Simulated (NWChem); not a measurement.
## Lowest excitation of F₃S (+1)

SMILES: F[S+](F)F
```xyz
4

F      0.2175     0.6929     1.1677
S     -0.4543    -0.0350     0.0000
F      0.2175     0.6929    -1.1677
F      0.3726    -1.3236     0.0000
```
Charge +1, spin multiplicity 1.

Everything below was run with NWChem. The geometry was optimised at PBE0/def2-SVP, a minimum by its harmonic frequencies.

Basis set: def2-SVP. CR-EOMCCSD(T) is the triples correction to the same EOM-CCSD root.

| method | lowest vertical singlet excitation energy (eV) | difference from EOM-CCSD |
|---|---|---|
| CIS | 9.92 | +0.81 |
| TD-PBE | 8.14 | -0.96 |
| TDA-BHandHLYP | 9.22 | +0.11 |
| TD-B3LYP | 8.55 | -0.56 |
| EOM-CCSD | 9.11 | 0.00 |
| CR-EOMCCSD(T) | 8.97 | -0.13 |

The values span 1.78 eV, from TD-PBE (lowest) to CIS (highest). 

The correlated methods keep 8 core orbitals frozen. B3LYP has NWChem's definition, with VWN1-RPA local correlation. The structure started from a generated list of species. No row is a measurement; the coupled-cluster row has its own basis-set and correlation limits.
